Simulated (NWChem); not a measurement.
System meant: C$_{3}$H$_{5}$ cation

Here is an NWChem input.

```
start job
memory heap 200 mb stack 900 mb global 1100 mb
charge 1
geometry units angstroms noautosym nocenter noautoz
  C      0.001500    -1.382356     0.001868
  C     -0.047781    -0.109507    -0.000839
  C     -0.049493     1.291413     0.001592
  H     -0.929325    -1.972351    -0.081753
  H      0.958415    -1.926596     0.084267
  H      1.046577     1.513231     0.100434
  H     -0.367581     1.734733    -0.957497
  H     -0.532834     1.730964     0.890884
end
basis spherical
  * library def2-svp
end
dft
  xc xtpss03 ctpss03
  iterations 150
end
property
  shielding 7 1 2 3 4 5 6 7
end
task dft property
```

End of the output:

```
 Vector   14  Occ=0.000000D+00  E=-1.478671D-01
              MO Center=  3.3D-01,  4.6D-01,  3.4D-02, r^2= 6.1D+00
   Bfn.  Coefficient  Atom+Function         Bfn.  Coefficient  Atom+Function
  ----- ------------  ---------------      ----- ------------  ---------------
    31      2.279169  3 C  s                 54     -1.131022  6 H  s
    17     -0.958990  2 C  s                  3      0.860439  1 C  s
    59     -0.691356  7 H  s                 64     -0.691587  8 H  s
    44     -0.665570  4 H  s                 49     -0.640213  5 H  s
    22     -0.358217  2 C  py                30      0.328660  3 C  s

 center of mass
 --------------
 x =  -0.04478823 y =  -0.06064235 z =   0.00313448

 moments of inertia (a.u.)
 ------------------
         217.174749750207           2.678299690236          -0.504895953407
           2.678299690236          18.226717203557          -0.104220855141
          -0.504895953407          -0.104220855141         222.917844900181

     Multipole analysis of the density
     ---------------------------------

     L   x y z        total         alpha         beta         nuclear
     -   - - -        -----         -----         ----         -------
     0   0 0 0      1.000000    -11.000000    -11.000000     23.000000

     1   1 0 0      0.093136      0.423939      0.423939     -0.754741
     1   0 1 0     -0.062051      0.084927      0.084927     -0.231905
     1   0 0 1      0.015330     -0.041526     -0.041526      0.098381

     2   2 0 0    -10.128703    -11.001182    -11.001182     11.873662
     2   1 1 0      0.247823      0.756569      0.756569     -1.265316
     2   1 0 1      0.236837     -0.129590     -0.129590      0.496016
     2   0 2 0     -3.201856    -68.453445    -68.453445    133.705034
     2   0 1 1      0.041242     -0.031797     -0.031797      0.104835
     2   0 0 2    -12.787406     -9.490506     -9.490506      6.193606

          -----------------------------------------
          Chemical Shielding Tensors (GIAO, in ppm)
          -----------------------------------------

 ------------------------------------------------------------------------
  xtpss03: d2 not coded                    0
 ------------------------------------------------------------------------
 ------------------------------------------------------------------------
  current input line :
    24: task dft property
 ------------------------------------------------------------------------
 ------------------------------------------------------------------------
 This error has not yet been assigned to a category
 ------------------------------------------------------------------------
 For more information see the NWChem manual at https://nwchemgit.github.io

0: xtpss03: d2 not coded:Received an Error in Communication
```

Question: Can this run be used? If not, why, and what is the fix?

Answer: The program stopped with an error. Cause: this functional's second derivatives, which shieldings need, aren't coded here; the fix takes a hybrid GGA instead. This input runs:
```
start job
memory heap 200 mb stack 900 mb global 1100 mb
charge 1
geometry units angstroms noautosym nocenter noautoz
  C      0.001500    -1.382356     0.001868
  C     -0.047781    -0.109507    -0.000839
  C     -0.049493     1.291413     0.001592
  H     -0.929325    -1.972351    -0.081753
  H      0.958415    -1.926596     0.084267
  H      1.046577     1.513231     0.100434
  H     -0.367581     1.734733    -0.957497
  H     -0.532834     1.730964     0.890884
end
basis spherical
  C library def2-svp
  H library def2-svp
end
dft
  xc pbe0
  iterations 150
end
property
  shielding 7 1 2 3 4 5 6 7
end
task dft property
```
It converges to -116.71436 Ha (PBE0/def2-SVP, GIAO).
